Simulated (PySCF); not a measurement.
Compound: C₆H₄ClF.
Z-matrix (Å and degrees, PBE0-D3(BJ)/def2-SVP geometry), rows numbered from 1:
```
F 
C   1  1.3297
C   2  1.3896  1  119.15
C   3  1.3929  2  118.43  1  -180.00
C   4  1.3933  3  121.05  2    -0.01
C   5  1.3947  4  118.92  3     0.01
Cl  6  1.7303  5  119.49  4   180.00
C   2  1.3898  1  118.67  3   180.00
H   3  1.0909  2  119.48  1    -0.02
H   4  1.0922  3  119.54  2   179.99
H   5  1.0905  4  121.30  3   180.00
H   8  1.0901  2  120.34  1     0.01
```

Level: wB97X-D/def2-SVPD in PySCF, non-relativistic, on one gas-phase PBE0-D3(BJ)/def2-SVP geometry that isn't relaxed in the solvent. The solvent is an IEF-PCM continuum (Bondi radii, 1.10 Å for H, scaled by 1.2), and excitations are vertical TDDFT with non-equilibrium linear response and a frozen core. Specific hydrogen bonds and non-electrostatic terms are outside this model.

Gas-phase singlets (H = HOMO, L = LUMO):

| state | E (eV) | λ (nm) | f | leading configurations |
| --- | --- | --- | --- | --- |
| S1 | 5.311 | 233 | 0.014 | H→L 46%, H-1→L+1 19%, H→L+1 17% |
| S2 | 6.002 | 207 | 0.060 | H→L+1 36%, H→L 29%, H-1→L 28% |
| S3 | 6.772 | 183 | 0.000 | H→L+2 75% |
| S4 | 6.832 | 181 | 0.401 | H-1→L 52%, H→L+1 44% |
| S5 | 6.938 | 179 | 0.657 | H-1→L+1 72%, H→L 23% |

Q: How does the list change in cyclohexane (ε = 2.017)?

A: 
```csv
state,E (eV),λ (nm),f,leading configurations,change by rank (eV)
S1,5.312,233,0.022,"H→L 46%, H-1→L+1 18%, H-1→L 17%",+0.001
S2,5.965,208,0.092,"H→L+1 35%, H→L 31%, H-1→L 28%",-0.037
S3,6.682,186,0.538,"H-1→L 52%, H→L+1 44%",-0.090
S4,6.771,183,0.793,"H-1→L+1 74%, H→L 21%",-0.061
S5,6.773,183,0.000,H→L+2 76%,-0.165
```

Q: Give the list for chloroform (ε = 4.711), n² = 2.09.

A: 
```json
{"state": "S1", "E (eV)": "5.322", "λ (nm)": "233", "f": "0.021", "leading configurations": "H→L 45%, H-1→L 18%, H-1→L+1 18%", "change by rank (eV)": "+0.011"}
{"state": "S2", "E (eV)": "5.974", "λ (nm)": "208", "f": "0.092", "leading configurations": "H→L+1 34%, H→L 32%, H-1→L 28%", "change by rank (eV)": "-0.028"}
{"state": "S3", "E (eV)": "6.690", "λ (nm)": "185", "f": "0.544", "leading configurations": "H-1→L 51%, H→L+1 44%", "change by rank (eV)": "-0.082"}
{"state": "S4", "E (eV)": "6.773", "λ (nm)": "183", "f": "0.803", "leading configurations": "H-1→L+1 73%, H→L 21%", "change by rank (eV)": "-0.059"}
{"state": "S5", "E (eV)": "6.780", "λ (nm)": "183", "f": "0.000", "leading configurations": "H→L+2 77%", "change by rank (eV)": "-0.158"}
```

Q: The ground-state energy changes by -0.098 eV from gas to chloroform. By how much does the total energy of gas-phase S4 change?

A: E(S4) = E(S0) + excitation energy, so it changes by -0.098 − 0.142 = -0.240 eV: it is lowered more than the ground state, which is what a red shift means. This is the vertical state, with the slow part of the continuum still set for S0.

Q: How do the frontier levels move from gas to chloroform?

A: 
```json
{"orbital": "LUMO+2", "gas (eV)": "2.11", "solvent (eV)": "2.20", "change (eV)": "+0.09", "Löwdin shares, gas": "Cl7 44 %, C6 13 %, H10 8 %, C4 8 %", "Löwdin shares, solvent": "Cl7 57 %, C6 16 %, C4 5 %, H10 4 %"}
{"orbital": "LUMO+1", "gas (eV)": "1.11", "solvent (eV)": "1.21", "change (eV)": "+0.10", "Löwdin shares, gas": "C5 22 %, C2 21 %, C4 12 %, C6 12 %", "Löwdin shares, solvent": "C5 22 %, C2 21 %, C4 13 %, C6 12 %"}
{"orbital": "LUMO", "gas (eV)": "0.79", "solvent (eV)": "0.90", "change (eV)": "+0.11", "Löwdin shares, gas": "C6 19 %, C4 19 %, C8 18 %, C3 18 %", "Löwdin shares, solvent": "C6 20 %, C4 18 %, C3 18 %, C8 17 %"}
{"orbital": "HOMO", "gas (eV)": "-9.14", "solvent (eV)": "-9.08", "change (eV)": "+0.06", "Löwdin shares, gas": "Cl7 19 %, C3 19 %, C6 17 %, C5 17 %", "Löwdin shares, solvent": "C3 19 %, Cl7 18 %, C6 17 %, C5 17 %"}
{"orbital": "HOMO-1", "gas (eV)": "-9.57", "solvent (eV)": "-9.48", "change (eV)": "+0.09", "Löwdin shares, gas": "C8 28 %, C4 20 %, C2 13 %, C5 11 %", "Löwdin shares, solvent": "C8 27 %, C4 20 %, C2 12 %, C5 11 %"}
{"orbital": "HOMO-2", "gas (eV)": "-11.14", "solvent (eV)": "-11.16", "change (eV)": "-0.02", "Löwdin shares, gas": "Cl7 81 %, C6 9 %", "Löwdin shares, solvent": "Cl7 80 %, C6 9 %"}
{"orbital": "HOMO-3", "gas (eV)": "-11.73", "solvent (eV)": "-11.70", "change (eV)": "+0.03", "Löwdin shares, gas": "Cl7 44 %, C3 14 %, C4 12 %, C6 8 %", "Löwdin shares, solvent": "Cl7 44 %, C3 14 %, C4 12 %, C6 8 %"}
```

The HOMO–LUMO gap goes from 9.93 to 9.97 eV.

The pairwise dispersion term of wB97X-D wasn't added to the energies; at a given geometry it leaves orbitals and properties as they are.
